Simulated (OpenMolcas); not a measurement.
Computed levels of 4s² 4p² in ions with 32 electrons, in cm-1 above ³P₀.

```yaml
Program: OpenMolcas
Method: XMS-CASPT2, IPEA 0.25 Eh, imaginary shift 0.1 Eh
Basis: ANO-RCC-VTZP
Scalar_Hamiltonian: DKH2, point nucleus
Spin-orbit_coupling: state interaction with AMFI integrals over the reference wave functions, term energies averaged over their components
```

Active space for each ion: 2 electrons in 3 orbitals (4p); closed shells correlated by CASPT2: 3d 4s.

```tsv
Level	Ge	Se2+	Br3+	Kr4+
³P₁	487	1551	2370	3340
³P₂	1267	3600	5220	7020
¹D₂	8420	12900	16080	19440
¹S₀	18600	28810	34490	40100
```

Task: Estimate ³P₂, ¹D₂, ¹S₀ for As+ from its neighbours Ge and Se2+.

Result: ³P₂ is fine structure, which grows about as the fourth power of a screened charge, so the fourth roots are averaged: ((1267^0.25 + 3600^0.25) / 2)^4 = 2210. The calculation gives 2290, so the estimate is off by -3.5 %; the measured value is 2541 (NIST Handbook of Basic Atomic Spectroscopic Data).
¹D₂ is another term, which grows about linearly with the charge: (8420 + 12900) / 2 = 10660. The calculation gives 9980, so the estimate is off by +6.8 %; the measured value is 10096 (NIST Handbook of Basic Atomic Spectroscopic Data).
¹S₀ is another term, which grows about linearly with the charge: (18600 + 28810) / 2 = 23705. The calculation gives 23060, so the estimate is off by +2.8 %; the measured value is 22599 (NIST Handbook of Basic Atomic Spectroscopic Data).

CASPT2 does not keep the components of a term degenerate, so their means are used; among the terms shown or strongly mixed into the levels shown the widest spread is 470 cm-1 (4s² 4p² ¹D, Ge). With the s shell closed, the reference lacks s² → p² mixing. Some terms miss by over 15 % even with CASPT2, which points to a basis or an active space too small for the shells correlated (holds for Ge). Measured partners are found by configuration, term and J. A level has none where our copy of the source lacks it or the pairing is in doubt (some pairs that miss far off the trend of their configuration count as doubtful), and it then counts in no deviation. Only configurations of the active space appear.
